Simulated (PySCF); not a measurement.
# Radial density of Co²⁺ (cobalt, charge +2)

UHF, [Ar] 3d7, high-spin 4F determinant. Calculation: PySCF 2.14, in aug-cc-pVQZ (9s8p6d4f3g2h, 140 functions); the non-relativistic Hamiltonian (point nucleus).

```tsv
r (bohr)	4πr²ρ (e/bohr)	4πr²(ρα − ρβ)
0.000956	0.1458	0.0000
0.00161	0.3983	0.0000
0.00271	1.062	0.0000
0.00455	2.720	-0.0001
0.00766	6.511	-0.0002
0.0129	13.91	-0.0004
0.0217	24.63	-0.0006
0.0364	32.23	-0.0003
0.0613	28.57	0.0026
0.103	26.59	0.0246
0.173	36.41	0.1940
0.292	23.03	0.9981
0.490	15.51	2.6163
0.825	16.56	2.8306
1.39	4.569	1.1015
2.33	0.4134	0.1237
3.93	0.008247	0.0014
```
